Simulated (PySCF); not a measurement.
Correlation energy of Cl⁺ (chlorine, charge +1)

[Ne] 3s2 3p4, high-spin 3P determinant. Calculation: PySCF 2.14, in aug-cc-pCVTZ-DK with one added diffuse shell each of s, p, d, f type (9s8p6d4f, 91 functions); scalar relativity by spin-free X2C-1e. Frozen: [Ne]; 6 electrons correlated.

| level | correlation energy (mhartree) |
| --- | --- |
| CCSD | -152.01 |
| (T) | -4.62 |
| CCSD(T) | -156.63 |

Diagnostics: T1 = 0.0089, D1 = 0.0285, largest double amplitude 0.036.

Cost of the coupled-cluster step: roughly 22 core-seconds, for 6 correlated electrons.

Iterations:

```
CC2 = 0
CCSD nocc = (np.int64(4), np.int64(2)), nmo = (86, 86)
frozen orbitals [[0, 1, 2, 3, 4], [0, 1, 2, 3, 4]]
max_cycle = 100
direct = 0
conv_tol = 1e-08
conv_tol_normt = 1e-06
diis_space = 8
diis_start_cycle = 0
Init t2, MP2 energy = -0.127493434930701
Init E_corr(UCCSD) = -0.127493434932122
cycle = 1  E_corr(UCCSD) = -0.145910217677508  dE = -0.0184167827  norm(t1,t2) = 0.0425124
cycle = 2  E_corr(UCCSD) = -0.15007821755714  dE = -0.00416799988  norm(t1,t2) = 0.0142701
cycle = 3  E_corr(UCCSD) = -0.152070024986994  dE = -0.00199180743  norm(t1,t2) = 0.00584724
cycle = 4  E_corr(UCCSD) = -0.152010776489353  dE = 5.92484976e-05  norm(t1,t2) = 0.000722144
cycle = 5  E_corr(UCCSD) = -0.152012940365146  dE = -2.16387579e-06  norm(t1,t2) = 0.000103366
cycle = 6  E_corr(UCCSD) = -0.152013461804236  dE = -5.21439089e-07  norm(t1,t2) = 2.49131e-05
cycle = 7  E_corr(UCCSD) = -0.152013479052996  dE = -1.72487604e-08  norm(t1,t2) = 7.00598e-06
cycle = 8  E_corr(UCCSD) = -0.152013522265467  dE = -4.32124705e-08  norm(t1,t2) = 1.88894e-06
cycle = 9  E_corr(UCCSD) = -0.152013504426825  dE = 1.7838642e-08  norm(t1,t2) = 5.34472e-07
cycle = 10  E_corr(UCCSD) = -0.152013501598783  dE = 2.828042e-09  norm(t1,t2) = 1.32071e-07
UCCSD converged
E(UCCSD) = -460.6152029110001  E_corr = -0.1520135015987827
UCCSD(T) correction = -0.0046231933069277
```
